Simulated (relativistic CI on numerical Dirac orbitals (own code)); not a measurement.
Method of calculation: Dirac-Coulomb-Breit CI, orbitals from a KLI potential per configuration, QED by a radiative potential, unscaled Slater integrals (own radial code, finite nucleus).

Configuration list (outside the closed core [Ne]): 3s2.3p6.3d8, 3s2.3p5.3d9, 3s2.3p4.3d10, 3s.3p6.3d9, 3p6.3d10, 3s.3p5.3d10, 3s2.3p6.3d7.4s, 3s2.3p6.3d7.4p, 3s2.3p4.3d9.4s, 3s2.3p6.3d7.4d, 3s2.3p4.3d9.4p, 3s2.3p5.3d8.4s, 3s2.3p6.3d7.4f, 3s2.3p4.3d9.4d, 3s.3p5.3d9.4s, 3s2.3p5.3d8.4p, 3s.3p5.3d9.4p, 3s2.3p6.3d6.4s2, 3s2.3p5.3d8.4d, 3s.3p5.3d9.4d, 3s.3p6.3d8.4s, 3s2.3p6.3d6.4s.4p, 3p6.3d9.4s, 3s2.3p5.3d8.4f, 3s2.3p6.3d7.5s, 3s2.3p6.3d6.4p2, 3s.3p6.3d8.4p, 3s2.3p6.3d6.4s.4d, 3p6.3d9.4p, 3s2.3p6.3d7.5p, 3s2.3p5.3d7.4s2, 3s2.3p6.3d7.5d, 3s2.3p6.3d6.4p.4d, 3p6.3d9.4d, 3s.3p6.3d8.4d, 3s2.3p6.3d7.5f. Levels of other configurations are missing.

At this charge energies of transitions that change n are usually good to better than 1 %, and those within a shell (Δn = 0) to a few per cent.

Outline of the computed level scheme of Au LIV. Lowest level of each configuration: 3s2.3p6.3d8 3F_4 at 0.00 eV; 3s2.3p5.3d9 3F°_4 at 487.51 eV; 3s2.3p4.3d10 3P_2 at 1008.23 eV; 3s.3p6.3d9 3D_3 at 1195.44 eV; 3s.3p5.3d10 3P°_2 at 1686.04 eV; 3s2.3p6.3d7.4s 5F_5 at 1963.70 eV.

Some strong electric-dipole decays among the lowest 45 levels: 3s2.3p4.3d10 1D_2 → 3s2.3p5.3d9 3F°_3 (8.0e+12 s⁻¹); 3s2.3p5.3d9 3D°_1 → 3s2.3p6.3d8 3F_2 (7.9e+12 s⁻¹); 3s2.3p5.3d9 1F°_3 → 3s2.3p6.3d8 1G_4 (6.9e+12 s⁻¹); 3s.3p5.3d10 1P°_1 → 3s2.3p4.3d10 3P_2 (5.8e+12 s⁻¹); 3s.3p6.3d9 3D_3 → 3s2.3p5.3d9 3F°_4 (4.9e+12 s⁻¹); 3s2.3p5.3d9 3F°_2 → 3s2.3p6.3d8 3F_2 (4.2e+12 s⁻¹); 3s.3p6.3d9 3D_2 → 3s2.3p5.3d9 3F°_3 (3.8e+12 s⁻¹); 3s.3p5.3d10 3P°_2 → 3s2.3p4.3d10 3P_2 (3.7e+12 s⁻¹).

LS names give the leading component of a level, which can be under half, so a name can repeat, a term be missing and a line seem to break the LS rules.
